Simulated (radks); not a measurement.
All-electron atom: Ga13+ in [Ar] (the NIST ground configuration).

All-electron calculation, scalar-relativistic Kohn-Sham, PBE, spin-unpolarised, spherical densities, point nucleus. Program: a radial shooting solver on a logarithmic mesh with Libxc functionals.

Energy parts (eV):
part                       energy
total                  -50850.620
kinetic                 51771.355
electron-nucleus      -114757.700
Hartree                 13827.240
exchange-correlation    -1691.515

Orbitals (lengths in bohr, moments of r in powers of bohr; r(max) is where P^2 peaks):
\begin{tabular}{lrrrrrr}
orbital & occ. & eigenvalue (eV) & <r> & <1/r> & r(max) & <r^4> \\ \hline
1s & 2 & -10644.85 & 0.04862 & 31.29 & 0.03179 & 0.00002604 \\
2s & 2 & -1684.233 & 0.2168 & 6.873 & 0.1823 & 0.005278 \\
2p & 6 & -1521.322 & 0.1899 & 6.731 & 0.1465 & 0.003875 \\
3s & 2 & -505.6278 & 0.5792 & 2.488 & 0.5309 & 0.2181 \\
3p & 6 & -454.5418 & 0.5763 & 2.391 & 0.5216 & 0.2284 \\
\end{tabular}

The highest occupied level is 3p at -454.54 eV. For comparison, the ionisation energy in NIST's Atomic Spectra Database is 471 eV (semi-empirical). In exact Kohn-Sham theory the highest level is minus the ionisation energy, but local and semilocal functionals leave it too shallow, through self-interaction and a potential that decays too fast; potentials with the right tail come closer.
